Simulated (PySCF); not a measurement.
Electron correlation in Cu (copper, neutral)

[Ar] 3d10 4s1, 2S determinant. Calculation: PySCF 2.14, in def2-TZVPPD; no relativity, point nucleus. Frozen: [Ar]; 11 electrons correlated.

```
  level  correlation energy (mhartree)
   CCSD                        -418.98
    (T)                         -17.03
CCSD(T)                        -436.01
```

Diagnostics: T1 = 0.022, D1 = 0.0653, largest double amplitude 0.023.

Task: Is a single reference adequate?

Result: Yes: T1 lies below 0.03 and no double amplitude reaches 0.07.
